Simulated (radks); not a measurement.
Q: All-electron atom: Ti13+ in [He] 2s2 2p4 4d1 (not the ground configuration). All-electron calculation, scalar-relativistic Kohn-Sham, r2SCAN, spin-unpolarised, spherical densities, finite nucleus; meta-GGA in the generalised Kohn-Sham scheme; Fermi nuclear charge, rms radius 3.5921 fm. Program: a radial shooting solver on a logarithmic mesh with Libxc functionals. Some entries of the table are withheld. Estimate them.

orbital  occ.  eigenvalue (hartree)  <r^2> (bohr^2)
1s          2             -198.5933        0.006475
2s          2                   (1)          0.1123
2p          4                   (2)         0.08983
4d          1              -6.05823           2.373

A: 
(1) 2s eigenvalue (hartree): -35.79512
(2) 2p eigenvalue (hartree): -32.73788
